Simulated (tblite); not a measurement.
Compound: C5H9FSSi.
Numbering: `[CH3:1][S:2][SiH2:3][C:4]1=[CH:5][CH2:6][C@@H:7]1[F:8]` (hydrogens: H9, H10, H11 on C1; H12, H13 on Si3; H14 on C5; H15, H16 on C6; H17 on C7)

A start from a force field or distance geometry was refined with tblite 0.8.0, GFN2-xTB geometry optimisation, gas phase. Values at the start:

```tsv
coordinate	start
C1–S2	1.813 Å
C1–H9	1.091 Å
S2–Si3	2.136 Å
Si3–C4	1.885 Å
Si3–H12	1.481 Å
Si3–H13	1.477 Å
C4=C5	1.335 Å
C4–C7	1.521 Å
C5–C6	1.506 Å
C5–H14	1.097 Å
C6–C7	1.547 Å
C6–H15	1.092 Å
C6–H16	1.106 Å
C7–F8	1.365 Å
C7–H17	1.099 Å
C1–S2–Si3	103.2°
S2–Si3–C4	107.6°
Si3–C4–C7	129.8°
C4–C5–C6	94.4°
C4–C7–C6	85.8°
C4–C7–F8	118.2°
C5–C4–C7	93.6°
C5–C6–C7	86.2°
C1–S2–Si3–C4	60°
Si3–C4–C5–C6	-178°
Si3–C4–C7–C6	178°
C5–C6–C7–F8	121°
```

**Question.** How do these coordinates change at the GFN2-xTB level?

**Answer.** 
```
  coordinate  GFN2-xTB (Å or °)  change
     Si3–H13              1.453  -0.024
      C5–H14              1.074  -0.023
     Si3–H12              1.461  -0.020
      C6–H16              1.089  -0.017
      Si3–C4              1.875  -0.010
       C1–S2              1.823  +0.010
      S2–Si3              2.146  +0.010
       C7–F8              1.374  +0.009
       C1–H9              1.084  -0.007
      C7–H17              1.093  -0.006
       C4=C5              1.340  +0.005
       C5–C6              1.501  -0.005
       C4–C7              1.517  -0.004
      C6–H15              1.090  -0.002
       C6–C7              1.546  -0.001
   C1–S2–Si3              100.0    -3.2
    C4–C7–F8              115.7    -2.5
    C5–C4–C7               92.1    -1.5
   S2–Si3–C4              109.0    +1.4
    C4–C7–C6               87.0    +1.2
    C4–C5–C6               95.7    +1.3
    C5–C6–C7               85.1    -1.1
   Si3–C4–C7              130.7    +0.9
C1–S2–Si3–C4                 57      -3
Si3–C4–C5–C6               -175      +3
Si3–C4–C7–C6                176      -2
 C5–C6–C7–F8                119      -2
```

The energy falls by 0.100 eV over 61 L-BFGS steps, the largest force on an atom goes from 0.91 to 0.009 eV/Å, and the atoms move by 0.078 Å rms after alignment. Among the bonds, Si3–H13 and C5–H14 change most and about equally (-0.024 to -0.023 Å). Bonds longer at the end by more than 0.005 Å: 4 of 17; shorter: 9. Rotational constants go from 2246, 882.1, 773.4 to 2290, 888.7, 781.8 MHz.

The run took 0.79 s of wall time on one thread of an Arm Neoverse N1, no GPU, on a shared host.

Its lowest GFN2-xTB frequency is 4i cm⁻¹, too small to tell a flat minimum from a shallow saddle. The numbers are those of one conformer. 3 starts were optimised and ended at 0.00, 0.45 and 0.78 kcal/mol (GFN2-xTB); the lowest of these is shown.

Conformer computed: `[CH3:1][S:2][SiH2:3][C:4]1=[CH:5][CH2:6][C@@H:7]1[F:8]`: C1–S2–Si3–C4 57°, S2–Si3–C4–C5 69°.
